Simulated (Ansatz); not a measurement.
Species: sum formula AlClF2, net charge 0, singlet state. SMILES: [F][Al]([F])[Cl]
Geometry: optimised at B3LYP-D3(BJ)/def2-TZVP (Ansatz, an electronic-structure program).

Property: vertical ionisation energy (to the doublet state of charge +1; each state is the SCF solution reached for its spin), in eV. Valence correlation only, unless marked. UHF or UKS for open shells. No spin-orbit coupling. Non-relativistic. Basis-set limits of correlation are two-point, X^-3; Hartree-Fock from the larger set.

CCSD(T)/CBS(aug-cc-pV(T+d)Z,aug-cc-pV(Q+d)Z) (Ansatz) gives 12.97 eV.

Question: Another calculation gave 12.73 eV. Which level was it?
A. wB97X-V/def2-TZVPD (Ansatz)
B. SVWN5/def2-TZVPD (Ansatz)
C. PBE/def2-TZVPD (Ansatz)
D. BHLYP/def2-TZVPD (Ansatz)

Answer: D, BHLYP/def2-TZVPD (Ansatz). The others give 12.49 (SVWN5), 12.23 (PBE), 12.85 (wB97X-V) eV.
